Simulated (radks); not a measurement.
Values are calculated unless marked as measured or tabulated.
All-electron atom: W2+ in [Xe] 4f13.5 5d4 6p0.5 (fractional occupations, a model configuration).

Level of theory: scalar-relativistic Kohn-Sham, PBEsol, spin-unpolarised, spherical densities, point nucleus (a radial shooting solver on a logarithmic mesh with Libxc functionals).

Energy parts (eV):
total: -439086.67
kinetic: 483873.21
electron-nucleus: -1084247.56
Hartree: 169917.15
exchange-correlation: -8629.46

Orbitals (lengths in bohr, moments of r in powers of bohr; <r^-3> diverges for s and p1/2):
orbital,occ.,eigenvalue (eV),<r^-3>,<r>
1s,2,-69495.99,-,0.01835
2s,2,-12014.80,-,0.07758
2p,6,-10510.84,19750,0.06945
3s,2,-2785.801,-,0.2011
3p,6,-2340.523,4403,0.2014
3d,10,-1828.340,565.6,0.1824
4s,2,-593.2200,-,0.4493
4p,6,-447.0031,1027,0.4775
4d,10,-261.7725,113.1,0.5102
5s,2,-99.6686,-,1.058
5p,6,-63.1609,153.0,1.230
4f,13.5,-56.2813,19.47,0.5983
5d,4,-22.3711,8.559,1.794
6p,0.5,-13.9047,17.91,3.397

The highest occupied level is 6p at -13.905 eV. Summed over all electrons, <r^2> = 46.19 bohr^2, which gives a Langevin (diamagnetic) susceptibility term of -36.6 x 10^-6 cm^3/mol. The density falls to 0.001 e/bohr^3 at r = 4.04 bohr.
